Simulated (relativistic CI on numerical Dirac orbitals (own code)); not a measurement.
Computed by Dirac-Coulomb-Breit CI, KLI orbitals optimised for each configuration, QED by a radiative potential, unscaled Slater integrals (own radial code, finite nucleus).

CI space (outside the closed core [Ar] 3d10): 4s²4p⁶4d⁴, 4s²4p⁵4d⁵, 4s²4p⁶4d³4f, 4s²4p⁶4d³5s, 4s4p⁶4d⁵, 4s²4p⁶4d³5p, 4s²4p⁵4d⁴4f, 4s²4p⁶4d²4f5s, 4s²4p⁶4d²5s5p, 4s²4p⁶4d³5d, 4s4p⁶4d⁴4f, 4s²4p⁶4d³6s, 4s²4p⁶4d³5f, 4s²4p⁶4d³6p, 4s²4p⁵4d⁴5s, 4s²4p⁶4d³5g, 4s²4p⁶4d³6d, 4s²4p⁶4d³7s, 4s²4p⁶4d³6f, 4s²4p⁶4d³7p, 4s4p⁶4d⁴5s, 4s4p⁶4d³5s5p, 4s²4p⁶4d²5s², 4s²4p⁶4d4f5s², 4s²4p⁶4d5s²5p, 4s²4p⁵4d²4f5s², 4p⁶4d⁶, 4p⁵4d⁷, 4p⁵4d⁶4f. Double excitations out of closed p, d and f shells are left out; levels of such configurations are missing from the list, as are those of other unlisted configurations, and high levels can miss mixing partners. These lack a partner that the ground configuration has and come out too high: 4s²4p⁵4d⁴5s.

At this charge energies of transitions that change n are usually good to better than 1 %, and those within a shell (Δn = 0) to a few per cent. Terms inside the open d or f shell come out 10 to 20 % too wide with unscaled integrals.

Outline of the computed level scheme of Sn XI. Lowest level of each configuration: 4s²4p⁶4d⁴ ⁵D0 at 0.0000 eV; 4s²4p⁵4d⁵ ⁷P°4 at 63.5613 eV; 4s²4p⁶4d³5s ⁵F1 at 64.6094 eV.

Some strong electric-dipole decays among the lowest 45 levels: 4s²4p⁵4d⁵ ⁷P°3 → 4s²4p⁶4d⁴ ⁵D4 (6.0e+08 s⁻¹).

LS names give the leading component of a level, which can be under half, so a name can repeat, a term be missing and a line seem to break the LS rules.
